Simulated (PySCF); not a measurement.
From a computed spectrum to the compound

A species of 8 atoms with charge -1 has these harmonic modes (PBE0, small Gaussian bases with core potentials, PySCF 2.14.0):

```csv
cm⁻¹,km/mol,symmetry
50,4.0,e
50,4.0,e
89,75.1,a1
103,19.4,e
103,19.4,e
130,0.0,a2
222,5.0,a1
362,16.6,e
362,16.6,e
407,149.2,e
407,149.2,e
417,2.0,a1
1008,150.1,a1
1629,16.6,e
1629,16.6,e
3521,3.8,a1
3668,17.5,e
3668,17.5,e
```

**Question.** Which species is it, and in which structure?

**Answer.** [DyF3(NH3)]− (singlet in the valence; each metal's 4f electrons, 10 of them, lie in its core potential, out of spins and levels):
```xyz
8

Dy    0.0980   -0.0980    0.0980
F     1.0653    1.6351    1.0653
F    -1.6351   -1.0653    1.0653
F     1.0653   -1.0653   -1.6351
N    -1.4595    1.4595   -1.4595
H    -2.0568    2.0568   -0.8918
H    -0.8918    2.0568   -2.0568
H    -2.0568    0.8918   -2.0568
```
Ideal gas at 298.15 K and 1 bar: S = 425.6 J/(mol K), Cp = 123.0 J/(mol K), H − H(0 K) = 27.6 kJ/mol (rigid rotor, harmonic modes, spin degeneracy alone, that of the 4f electrons in the core included; the modes under 60 cm⁻¹ make these uncertain). An lcecp potential fixes the number of 4f electrons, so in runs with it no electron can move into or out of that shell; real Dy(II) is rare or takes another configuration.
 Other answers can fit too; this one was computed.
